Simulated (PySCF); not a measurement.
Geometry:
```
atom   x (Å)   y (Å)   z (Å)
  N1  -2.444   1.502  -2.054
  C2  -1.950   1.154  -1.088
  C3  -1.298   0.699   0.138
  O4   0.064   0.558  -0.062
 Si5   1.125  -0.575   0.417
  C6   2.714   0.214  -0.354
  F7   2.977   1.449   0.111
  F8   3.799  -0.531  -0.060
  F9   2.683   0.311  -1.693
 C10  -1.955  -0.620   0.575
 F11  -1.411  -1.064   1.716
 F12  -3.259  -0.466   0.796
 F13  -1.803  -1.587  -0.326
 H14  -1.489   1.436   0.937
 H15   0.926  -1.875  -0.206
 H16   1.315  -0.595   1.862
```

Non-relativistic, one conformer, isolated molecule, fast rotation and ring inversion assumed for equivalent nuclei. Geometry from GFN2-xTB; GIAO PBE0/pcSseg-1 shieldings; PySCF 2.14.0 with density-fitted response routines.

Task: Predict the 2D correlation tables (HSQC, COSY, HMBC).

Result: 

HSQC (one-bond C–H):
```csv
δH,δC
5.08 (H14),65.4 (C3)
```

COSY cross peaks (H two or three bonds apart, from the bond graph; peaks can be absent where the dihedral angle is near 90°):
```csv
δH,δH
5.05 (H15),4.92 (H16)
```

HMBC (two and three bonds, from the bond graph):
```csv
δH,δC
5.08 (H14),"131.3 (C10), 116.3 (C2)"
5.05 (H15),"136.0 (C6), 65.4 (C3)"
4.92 (H16),"136.0 (C6), 65.4 (C3)"
```

Referencing at the same level of theory: TMS for $^{1}$H and $^{13}$C.

Shifts are as computed. Against solution values, carbons near 30 ppm lie about +3 ppm off and those near 130 ppm about +5 ppm. Of 1211 compounds with measured shifts, 218 miss one by over three times the rms of a fit or turn the order of signals round; such compounds aren't used in these exercises.
